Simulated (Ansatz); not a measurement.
C4H16N2O3Si2Sn⁺, that is (NMe2)2Sn(OSiH2)2O with one electron fewer. Charge 1, multiplicity 2. Geometry r2SCAN-D4/def2-SVP, that of the neutral singlet; atoms count from 1.

```
atom   x (Å)   y (Å)   z (Å)
 Sn1  -0.020   0.025  -0.019
  N2   0.684  -1.861  -0.029
  C3   0.159  -2.813  -0.987
  C4   2.053  -2.102   0.381
  N5   0.414   0.849   1.765
  C6   0.057   0.131   2.973
  C7   0.429   2.292   1.899
  O8   0.673   1.352  -1.339
 Si9  -0.099   2.040  -2.633
 O10  -1.638   1.420  -2.767
Si11  -2.716   0.548  -1.847
 O12  -1.922  -0.174  -0.586
 H13  -0.880  -2.561  -1.246
 H14   0.157  -3.828  -0.546
 H15   0.752  -2.863  -1.925
 H16   2.130  -3.090   0.877
 H17   2.772  -2.101  -0.465
 H18   2.379  -1.340   1.106
 H19   0.072  -0.957   2.794
 H20   0.792   0.347   3.773
 H21  -0.946   0.401   3.365
 H22   1.187   2.593   2.647
 H23   0.702   2.761   0.941
 H24  -0.545   2.711   2.229
 H25  -0.188   3.514  -2.427
 H26   0.634   1.734  -3.891
 H27  -3.765   1.470  -1.327
 H28  -3.327  -0.497  -2.715
```

In the def2 sets Sn takes a core potential; there is no spin–orbit coupling.

(1) Estimate the Mulliken populations from the PBE0/def2-SVP orbitals of Ansatz.

(2) Where does the spin sit?

(3) And the Mayer bond orders between bonded heavy atoms (over 0.3)?

Answers

(1) 
```csv
atom,charge (e),spin (α − β)
Sn1,1.23,-0.06
N2,-0.50,0.45
C3,0.02,-0.03
C4,0.02,-0.03
N5,-0.50,0.44
C6,0.02,-0.02
C7,0.02,-0.03
O8,-0.64,0.01
Si9,0.80,0.00
O10,-0.59,0.00
Si11,0.80,0.00
O12,-0.64,0.01
H13,0.11,0.00
H14,0.11,0.03
H15,0.11,0.04
H16,0.11,0.02
H17,0.12,0.04
H18,0.09,0.00
H19,0.08,0.00
H20,0.11,0.02
H21,0.12,0.04
H22,0.11,0.03
H23,0.11,0.00
H24,0.11,0.04
H25,-0.09,0.00
H26,-0.08,0.00
H27,-0.09,0.00
H28,-0.09,0.00
```
Mulliken values and Mayer orders depend strongly on the basis.

(2) Summed by element: Sn -0.06, N 0.89, C -0.10, O 0.01, Si 0.00, H 0.26, of 1 unpaired in all. Largest on single atoms: N2 0.45, N5 0.44, Sn1 -0.06.

(3) Sn1–N2 0.86 (2.01 Å); Sn1–N5 0.87 (2.01 Å); Sn1–O8 0.91 (2.00 Å); Sn1–O12 0.91 (1.99 Å); N2–C3 0.96 (1.45 Å); N2–C4 0.96 (1.45 Å); N5–C6 0.96 (1.45 Å); N5–C7 0.96 (1.45 Å); O8–Si9 0.99 (1.66 Å); Si9–O10 1.01 (1.66 Å); O10–Si11 1.01 (1.66 Å); Si11–O12 0.99 (1.66 Å).
